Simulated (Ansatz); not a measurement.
Consider the substitution at a C–Si bond: `CO[SiH](C)Cl` + HI → `CI` + `CO[SiH2]Cl`.

Computed with Ansatz on PBE0-D4/def2-TZVP structures; ΔE is electronic, products minus reactants. CCSD(T)/CBS is the MP2 limit (def2-TZVPP, def2-QZVPP) plus CCSD(T) − MP2 in def2-TZVPP, frozen cores. Functionals use def2-TZVPP. Elements past krypton have def2 core potentials. For I outer-core shells are correlated without core-valence functions, which leaves a few kJ/mol of doubt a bond. One conformer a species, not always the lowest.

Question: Is it downhill or uphill in electronic energy at CCSD(T)/CBS, and by how much? (Estimate.)

Answer: Computed: Uphill: ΔE = +0.56 eV.

Question: What do these levels give: BLYP-D4, ωB97X-V, MP2/def2-SVP, MP2/def2-TZVPP, SCS-MP2/def2-QZVPP, CCSD/CBS(def2)? (Estimate.)

Answer: Ansatz gave: BLYP-D4 0.55, ωB97X-V 0.61, MP2/def2-SVP 0.67, MP2/def2-TZVPP 0.58, SCS-MP2/def2-QZVPP 0.52, CCSD/CBS(def2) 0.56 eV.

Question: What do rigid-rotor, harmonic-oscillator terms from PBE0-D4/def2-TZVP frequencies (298.15 K, 1 bar) make of the CCSD(T)/CBS value? (Estimate.)

Answer: Ansatz gave: ΔZPE = +0.07 eV, ΔH = +0.60 eV, ΔS = 11 J/(mol·K), ΔG = +0.57 eV.

Largest T1 diagnostic among the species: 0.010.

From PBE to PBE0 (25 % exact exchange), in def2-TZVPP and without D4, ΔE moves by +0.03 eV. At CCSD(T), def2-SVP lies +0.10 eV from the extrapolated value and def2-TZVPP +0.04 eV.
